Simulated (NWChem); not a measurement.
# CH₃BrGe, singlet; SMILES [Ge]([Br])[CH3]

Computed with NWChem. Pople sets run with spherical d functions. Low-valent species are run as closed-shell singlets; no triplet was tried in these runs. This build's default masses of Se (78.918 u) and Br (79.917 u) are each other's, which moves their modes by up to 0.6 %. Each level has its own optimisation; frequencies are unscaled.

For level Hartree-Fock/3-21G:

- r Br–Ge (Å): 2.463
- dipole (D): 3.77

**Question.** What are these values for level Hartree-Fock/6-31G*?

**Answer.** The r Br–Ge (Å) comes out as 2.383 and the dipole (D) is 3.05.
